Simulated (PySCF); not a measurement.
HS2, SMILES [S]S, multiplicity 2.

The structure is a stationary point at r2SCAN-D4/def2-TZVP. The isomer is the one that the SMILES or the coordinates give; other isomers of the formula were not compared.

The numbers are results of TDA-PBE/def2-TZVPD run with PySCF, not measurements.

Vertical excitations. Gas-phase values at a fixed geometry.

| state | energy (eV) | λ (nm) | f | main pairs |
|---|---|---|---|---|
| root 1 | 1.24 | 1001 | 0.000 | β HOMO→LUMO 100 % |
| root 2 | 4.06 | 306 | 0.043 | β HOMO−1→LUMO 88 % |
| root 3 | 4.11 | 302 | 0.003 | α HOMO→LUMO 99 % |
| root 4 | 4.12 | 301 | 0.000 | α HOMO−1→LUMO 49 %, β HOMO→LUMO+1 50 % |
| root 5 | 4.48 | 277 | 0.000 | α HOMO→LUMO+1 10 %, β HOMO−2→LUMO 88 % |
| root 6 | 4.70 | 264 | 0.000 | α HOMO→LUMO+1 90 %, β HOMO−2→LUMO 9 % |
| root 7 | 4.73 | 262 | 0.001 | α HOMO−1→LUMO+1 37 %, β HOMO→LUMO+2 62 % |
| root 8 | 4.79 | 259 | 0.012 | α HOMO−1→LUMO 49 %, β HOMO→LUMO+1 48 % |
| root 9 | 5.29 | 234 | 0.046 | α HOMO−1→LUMO+1 59 %, β HOMO→LUMO+2 33 % |
| root 10 | 6.24 | 199 | 0.000 | α HOMO→LUMO+2 95 % |
Unrestricted roots are not spin-pure.
